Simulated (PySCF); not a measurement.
# SMILES C#C[C@H]1C=C[C@H]1CS, C7H8S

Geometry (Å), atoms numbered from 1 in this order:
```xyz
16

C    -2.184    0.696    1.763
C    -1.677    0.067    0.879
C    -1.072   -0.667   -0.204
C    -1.005    0.047   -1.537
C     0.321    0.038   -1.593
C     0.498   -0.665   -0.270
C     1.195    0.116    0.825
S     3.007    0.140    0.593
H    -2.632    1.236    2.542
H    -1.505   -1.671   -0.257
H    -1.789    0.406   -2.177
H     1.043    0.383   -2.311
H     0.929   -1.666   -0.343
H     1.039   -0.354    1.797
H     0.839    1.145    0.868
H     2.985    0.760   -0.584
```

Method: TDDFT CAM-B3LYP/def2-SVPD circular dichroism and optical rotation, one conformer, gas phase (PySCF 2.14.0). Geometry: GFN2-xTB.

The molecule is flexible and this is one conformer; a measurement averages over conformers.

Question: Draw the ECD and absorption spectra from the lowest 16 states, each a Gaussian of half-width 0.25 eV at 1/e height.

Answer: 
| E (eV) | λ (nm) | Δε (L mol⁻¹ cm⁻¹) | ε (L mol⁻¹ cm⁻¹) |
| --- | --- | --- | --- |
| 5.05 | 245 | 0.00 | 6.28 |
| 5.15 | 241 | -0.01 | 26.5 |
| 5.25 | 236 | -0.02 | 81.2 |
| 5.35 | 232 | -0.04 | 181 |
| 5.45 | 227 | -0.06 | 293 |
| 5.55 | 223 | -0.06 | 348 |
| 5.65 | 219 | -0.01 | 323 |
| 5.75 | 215 | +0.18 | 309 |
| 5.85 | 212 | +0.63 | 469 |
| 5.95 | 208 | +1.42 | 878 |
| 6.05 | 205 | +2.39 | 1370 |
| 6.15 | 201 | +3.44 | 1620 |
| 6.25 | 198 | +5.40 | 1510 |
| 6.35 | 195 | +9.97 | 1330 |
| 6.45 | 192 | +16.86 | 1470 |
| 6.55 | 189 | +21.35 | 2040 |
| 6.65 | 186 | +18.08 | 2990 |
| 6.75 | 184 | +9.11 | 4440 |
| 6.85 | 181 | +3.59 | 6610 |
| 6.95 | 178 | +6.40 | 9400 |
| 7.05 | 176 | +12.24 | 11900 |
| 7.15 | 173 | +13.84 | 13100 |
| 7.25 | 171 | +8.98 | 12900 |
| 7.35 | 169 | -2.73 | 12400 |
| 7.45 | 166 | -20.80 | 12300 |
| 7.55 | 164 | -40.11 | 12200 |
| 7.65 | 162 | -53.48 | 11100 |

Δε uses R in velocity form, ε uses f in length form. Only the states computed contribute, so the short-wavelength end is incomplete.
